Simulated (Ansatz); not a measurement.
Reaction (hydrogenolysis of a C–Cl bond): `F[Si@H]1[GeH2][C@@H]1Cl` + H₂ → `F[SiH]1[CH2][GeH2]1` + HCl

Isolated molecules relaxed with PBE0-D4/def2-TZVP in Ansatz; ΔE leaves out vibrations. CCSD(T)/CBS is the MP2 limit (def2-TZVPP, def2-QZVPP) plus CCSD(T) − MP2 in def2-TZVPP, frozen cores. This one scheme is used for every species. Functionals use def2-TZVPP. For Ge outer-core shells are correlated without core-valence functions, which leaves a few kJ/mol of doubt a bond. Scalar relativity is left out up to krypton.

`F[Si@H]1[GeH2][C@@H]1Cl`:

Z-matrix (Å, degrees):
```
Si
Ge 1 2.302
C 1 1.856 2 57.7
F 1 1.595 2 128.0 3 104.5
H 1 1.478 2 116.9 3 -104.1
H 2 1.530 1 118.0 3 101.6
H 2 1.529 1 127.6 3 -88.0
Cl 3 1.761 1 123.3 2 -120.7
H 3 1.091 1 114.6 2 100.0
```

H₂:

Cartesian coordinates in Å:
```
H 0.047 -0.224 -0.295
H -0.047 0.224 0.295
```

`F[SiH]1[CH2][GeH2]1`:

Z-matrix (Å, degrees):
```
Si
C 1 1.848
Ge 1 2.289 2 57.9
F 1 1.598 2 117.8 3 -113.9
H 1 1.480 2 118.1 3 111.9
H 2 1.089 1 117.5 3 104.9
H 2 1.087 1 120.0 3 -113.9
H 3 1.529 1 123.5 2 -91.6
H 3 1.531 1 122.4 2 97.6
```

HCl:

Cartesian coordinates in Å:
```
Cl -0.595 -0.127 0.196
H 0.595 0.127 -0.196
```

CCSD(T)/CBS gives -98.9 kJ/mol.

(1) Another level gave -102.4 kJ/mol. Which?
A. r2SCAN-D4/def2-TZVPP
B. PBE0/def2-TZVPP
C. PBE-D4/def2-TZVPP
D. HF/def2-TZVPP

Largest T1 diagnostic among the species: 0.012.

Answers

(1) B. PBE0 -102.4, r2SCAN-D4 -96.4, PBE-D4 -88.3, HF/def2-TZVPP -120.8 kJ/mol.

The D4 term adds +9.0 kJ/mol with B3LYP and +4.8 kJ/mol with PBE0; it sums over pairs of atoms, weighted by their polarisabilities, and B3LYP, whose exchange is more repulsive, gets the larger term. In def2-TZVPP, CCSD(T) changes the Hartree–Fock value by +17.6 kJ/mol (the triples alone add +5.9 kJ/mol) and MP2 by +22.9 kJ/mol. From PBE to PBE0 (25 % exact exchange), in def2-TZVPP and without D4, ΔE moves by −8.6 kJ/mol.

B3LYP here is the variant with VWN-RPA as its local correlation; programs differ in this.
